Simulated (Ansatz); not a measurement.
PPPAs tetrahedron (AsP₃), relaxed as a singlet with RKS r2SCAN-D4/def2-SVP in Ansatz, starting from the GFN2-xTB geometry. Force threshold 0.02 eV/Å.

Start:

```tsv
atom	x (Å)	y (Å)	z (Å)
P1	0.3000	-0.6339	-1.1451
P2	0.2963	-0.8228	1.0188
P3	-1.3243	0.2199	0.0171
As4	0.7281	1.2368	0.1092
```

```tsv
step	energy (eV)	largest force component (eV/Å)	SCF passes
1	-88690.8695	1.015	25
2	-88690.9128	0.314	30
3	-88690.9177	0.024	31
4	-88690.9178	0.005	25
```

Force components are those of the run's own axes.

End:

```xyz
4

P     0.308   -0.643   -1.168
P     0.305   -0.836    1.040
P    -1.349    0.228    0.018
As    0.736    1.250    0.110
```

By distances, no bond broke or formed. The bond that changes most is P2–P3, from 2.17 to 2.22 Å (atoms count from 1).

No frequencies were taken in this run, so the end may be a saddle point.

Hardware: 4 threads of Arm Neoverse V1 on a shared host. Wall time 10 s.
